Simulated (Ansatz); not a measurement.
`[Cl][SnH]([Cl])[Cl]` + `C[SiH](F)S` → `[SH][SnH]([Cl])[Cl]` + `C[SiH](F)Cl` at 600 K and 1 bar (redistribution).

Isolated molecules relaxed with PBE0-D4/def2-TZVP in Ansatz; ΔE leaves out vibrations. CBS: MP2 limit from def2 TZ/QZ plus the TZ coupled-cluster correction, frozen cores. Elements past krypton have def2 core potentials. For Sn outer-core shells are correlated without core-valence functions, which leaves a few kJ/mol of doubt a bond. Each species was taken in one conformer, which may not be the lowest.

```tsv
species	CCSD(T)/CBS energy (Eh)	H − E (kJ/mol)	S (J/(mol·K))
`[Cl][SnH]([Cl])[Cl]`	-1594.09169	74.6	409.9
`C[SiH](F)S`	-827.81979	208.6	412.0
`[SH][SnH]([Cl])[Cl]`	-1532.67433	101.8	452.0
`C[SiH](F)Cl`	-889.24457	181.4	390.8
```

H − E and S are ideal-gas, rigid-rotor, harmonic terms from PBE0-D4/def2-TZVP, for one conformer and one mirror image of each species. 1 Eh = 2625.50 kJ/mol, R = 8.31446 J/(mol·K).

By hand: ΔE, ΔH, ΔS and ΔG.

ΔE = (-1532.67433) + (-889.24457) − (-1594.09169) − (-827.81979) = -0.00742 Eh = -19.5 kJ/mol. Δ(H − E) = 101.8 + 181.4 − 74.6 − 208.6 = 0.0, so ΔH = -19.5 kJ/mol. ΔS = 452.0 + 390.8 − 409.9 − 412.0 = 20.9 J/(mol·K). ΔG = -19.5 − 600 × (20.9)/1000 = -32.0 kJ/mol.

By hand: the equilibrium constant, and the temperature at which ΔG would vanish if ΔH and ΔS stayed fixed.

log₁₀ K = −ΔG/(RT ln 10) = 2.8. ΔH and −TΔS have one sign here, so there is no such temperature.

TΔS isn't small against ΔH here. A doubt of 5 kJ/mol in ΔE shifts log₁₀ K by 0.4 here. Other conformers and mirror images would add mixing entropy, several J/(mol·K) or more a flexible species. Modes under 60 cm⁻¹, often nearly free rotors, make the harmonic entropy too high. These are equilibria of isolated gas molecules and say nothing of rates. Largest T1 diagnostic: 0.011 (customary marks: 0.02 for closed shells, 0.045 for open ones).
